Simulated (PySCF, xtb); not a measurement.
iodomethane (CH₃I), SMILES CI.

Geometry optimised at B3LYP-D3(BJ)/def2-TZVP. The def2 effective core potentials stand for the cores of I; spin–orbit coupling is left out.

These are C-PCM-M06-2X/def2-SVP run with PySCF values and carry that method's errors.

The values are the electrostatic part of the solvation free energy, E(continuum) − E(gas) at the gas-phase geometry, in a cavity of scaled van der Waals radii (PySCF's table); cavitation and dispersion terms are not included. In vacuum the orbital gap is 8.56 eV. The dipole moment in vacuum is 1.70 D.

Computed values in water (ε = 78.36), dichloromethane (ε = 8.93), dimethylsulfoxide (ε = 46.83):
```
solvent                ε  ΔG(elec) (kcal/mol)  dipole (D)  gap (eV)
-----------------  -----  -------------------  ----------  --------
water              78.36                 -2.5        2.27      8.78
dichloromethane     8.93                 -2.2        2.20      8.76
dimethylsulfoxide  46.83                 -2.4        2.27      8.78
```

For comparison, GFN2-xTB/ALPB(water) (xtb, at the GFN2-xTB geometry, all terms of that model) gives -2.1 kcal/mol.
